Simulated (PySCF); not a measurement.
# Excitation energy of Hg⁺ by level of theory

Hg⁺ [Xe] 4f14 5d10 6s1 (2S) → Hg⁺ [Xe] 4f14 5d10 6p1 (2P), as a difference of total energies. Calculation: PySCF 2.14, in ANO-RCC-VTZP (8s7p5d3f1g, 84 functions); the spin-free X2C one-electron Hamiltonian (Gaussian nucleus). Correlated levels: valence: [Xe] 4f14 frozen; valence and next inner shell: [Kr] 4d10 4f14 frozen. The calculations carry no spin-orbit coupling.

| method | excitation energy (eV) | error (eV) |
| --- | --- | --- |
| UHF | 6.611 | -0.526 |
| LDA | 7.444 | +0.307 |
| PBE | 7.262 | +0.125 |
| PBE0 | 7.173 | +0.036 |
| r2SCAN | 7.340 | +0.203 |
| MP2 (valence) | 7.301 | +0.164 |
| SCS-MP2 (valence) | 7.235 | +0.098 |
| MP2 (valence and next inner shell) | 7.409 | +0.272 |
| SCS-MP2 (valence and next inner shell) | 7.304 | +0.167 |

Reference: 7.137 eV (measured; NIST levels, between the centres of gravity of the two terms).

Errors of the correlated levels include the incompleteness of this basis and the frozen core.

The basis was made for the ground configuration and has no added diffuse functions, so the excitation energy can come out too high.
